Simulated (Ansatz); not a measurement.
`FB([SiH3])Br` + `O[Si]S` → `[SiH3]O[Si]S` + `FBBr`  (cleavage of the Si–B bond)

Program: Ansatz. Geometries: PBE0-D4/def2-TZVP. ΔE: electronic, gas phase. CCSD(T)/CBS adds triple-zeta CCSD(T) − MP2 to the extrapolated MP2 energy (def2 sets, frozen cores). This one scheme is used for every species. For Br outer-core shells are correlated without core-valence functions, which leaves a few kJ/mol of doubt a bond. Scalar relativity is left out up to krypton. One conformer a species, not always the lowest.

`FB([SiH3])Br`:

Z-matrix (Å, degrees):
```
Si
B 1 2.027
H 1 1.487 2 108.5
H 1 1.487 2 108.5 3 118.0
H 1 1.486 2 111.9 3 -121.0
Br 2 1.923 1 119.6 3 -58.9
F 2 1.313 1 123.6 3 121.1
```

`O[Si]S`:

```xyz
5

O    -0.993    0.212    0.968
Si   -0.453   -1.232    0.388
S     1.073   -0.689   -1.065
H    -0.649    1.058    0.670
H     1.022    0.652   -0.962
```

`[SiH3]O[Si]S`:

Cartesian coordinates in Å:
```
Si 1.184 -0.739 -0.339
O -0.144 0.191 -0.043
Si -0.915 1.547 -0.576
S -2.599 1.583 0.776
H 0.734 -2.109 -0.682
H 1.969 -0.171 -1.466
H 2.019 -0.773 0.886
H -2.249 0.471 1.446
```

`FBBr`:

Z-matrix (Å, degrees):
```
B
F 1 1.309
Br 1 1.905 2 119.0
H 1 1.190 2 120.7 3 -180.0
```

```csv
level,ΔE (kcal/mol)
HF/def2-SVP,-33.6
SCS-MP2/def2-TZVPP,-31.4
```

Question: What does CCSD(T)/CBS give? (Estimate.)

Answer: Computed: -28.5 kcal/mol. The listed levels differ from it by -5.1, -2.9 kcal/mol.

Largest T1 diagnostic among the species: 0.015.

From r2SCAN to r2SCAN0 (25 % exact exchange), in def2-TZVPP and without D4, ΔE moves by −1.1 kcal/mol. In def2-TZVPP, CCSD(T) changes the Hartree–Fock value by +5.9 kcal/mol (the triples alone add +0.8 kcal/mol) and MP2 by +4.0 kcal/mol. Leaving LDA and LC-ωPBE aside and taking each functional with its dispersion term where it has one, the values, not all of them listed here, spread over 8.7 kcal/mol, from BHLYP-D4 to PBE-D4.
